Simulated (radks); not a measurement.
Exchange energies: the exact (Fock) value of the Kohn-Sham orbitals and density-functional approximations, as 100 (|E| - |E exact|)/|E exact|, negative where the magnitude is too small. Species: P3+ [Ne] 3s2; Sn2+ [Kr] 4d10 5s2. All-electron calculation, non-relativistic Kohn-Sham, exchange-only LDA, spin-polarised, spherical densities, point nucleus. Program: a radial shooting solver on a logarithmic mesh with Libxc functionals. Every spin shell is full or empty, so the densities are truly spherical. Functionals are evaluated on that one density, not self-consistently.

\begin{tabular}{lrr}
functional & P3+ & Sn2+ \\ \hline
exact (hartree) & -21.5604 & -158.112 \\
LDA & -8.23 & -4.84 \\
PBE & -0.47 & -0.40 \\
PBEsol & -3.54 & -2.25 \\
RPBE & +0.15 & -0.21 \\
WC & -1.60 & -0.84 \\
TPSS & +0.31 & -0.27 \\
revTPSS & -0.36 & -0.90 \\
SCAN & +0.26 & +0.18 \\
Tao-Mo & -0.02 & -0.79 \\
\end{tabular}
